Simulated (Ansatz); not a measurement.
The cluster Au₃⁺. Total charge 1; singlet. Geometry PBE0-D4/def2-TZVP, that of the charge +1 singlet.

```xyz
3

Au   -0.8564    1.1410    0.5368
Au   -0.5829   -0.9795   -1.0120
Au    1.4393   -0.1615    0.4752
```

In the def2 sets Au takes a core potential; there is no spin–orbit coupling. The structure comes from a short search, and lower isomers may exist.

(1) Estimate the orbital energies around the gap (eV) in Ansatz with PBE-D4/def2-TZVP, r2SCAN-D4/def2-TZVP, PBE0-D4/def2-TZVP.

Answers

(1) 
```
orbital  PBE-D4/def2-TZVP  r2SCAN-D4/def2-TZVP  PBE0-D4/def2-TZVP
 HOMO−5            -12.26               -12.46             -13.68
 HOMO−4            -12.26               -12.46             -13.67
 HOMO−3            -12.21               -12.41             -13.64
 HOMO−2            -12.21               -12.40             -13.64
 HOMO−1            -12.20               -12.40             -13.29
   HOMO            -11.71               -11.82             -12.91
   LUMO             -9.49                -9.25              -8.45
 LUMO+1             -9.49                -9.25              -8.45
 LUMO+2             -5.92                -5.59              -5.25
 LUMO+3             -5.25                -4.79              -4.47
 LUMO+4             -4.89                -4.48              -4.11
 LUMO+5             -4.89                -4.48              -4.11
 β HOMO            -11.71               -11.82             -12.91
 β LUMO             -9.49                -9.25              -8.45
```
